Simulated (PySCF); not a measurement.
Structure elucidation problem

An unknown has the formula C₄H₁₀F₂OSi₂. Its calculated NMR data are:

¹H NMR (400 MHz, computed): δ 5.24 (m, 1H), 5.21 (m, 1H), 4.32 (s, 3H), 4.10 (q, 2H), 1.45 (t, 3H).

¹³C{¹H} NMR (computed): δ 184.7 (C), 119.1 (CH), 69.0 (CH2), 17.8 (CH3).

PySCF 2.14 calculation with structure optimised with GFN2-xTB and PBE0/pcSseg-1 with gauge-including orbitals; non-relativistic, a single conformation, gas phase, fast rotation and ring inversion assumed for equivalent nuclei.

δ = σ(ref) − σ, references computed at the same level: ¹H (σ = 31.72 ppm) and ¹³C (σ = 186.93 ppm) vs TMS.

Task: Deduce the structure.

Result: 
Rings plus π bonds: 1 (no ring in the answer). 4 carbon signals for 4 carbons: no two carbons are equivalent. Carbon types of the structure: 1 × C, 1 × CH, 1 × CH2, 1 × CH3, leaving 4 H on heteroatoms. δC 184.7: alkene carbon bearing oxygen; an sp2 carbon further deshielded by the attached heteroatom. δC 119.1: β carbon of an enol-ether or enamine type C=C. δC 69.0: sp3 CH2 bonded to O; the inductive effect lowers its shielding. δC 17.8: methyl carbon; saturated and bonded to C and H only. δH 5.24: hydrogen on a β carbon of an enol-ether or enamine type C=C; a vinylic proton, deshielded by the sp2 carbon and the C=C anisotropy. δH 4.32: hydrogen on a silicon bonded to C. δH 4.10: hydrogen on an sp3 CH2 bonded to O; its carbon carries O, an electronegative neighbour.

The compound is SMILES CCO/C([SiH3])=C\[SiH](F)F.

The shifts were computed for this structure.

Splittings by ¹⁹F in the carbon and heteronuclear signals aren't shown, as no couplings were computed. Shifts are as computed. Against solution values, carbons near 30 ppm lie about +3 ppm off and those near 130 ppm about +5 ppm. Of 1211 compounds with measured shifts, 218 miss one by over three times the rms of a fit or turn the order of signals round; such compounds aren't used in these exercises. Multiplicities follow the n + 1 count of equivalent neighbours, as no J values were calculated; m marks all less simple cases, F and P coupling included.
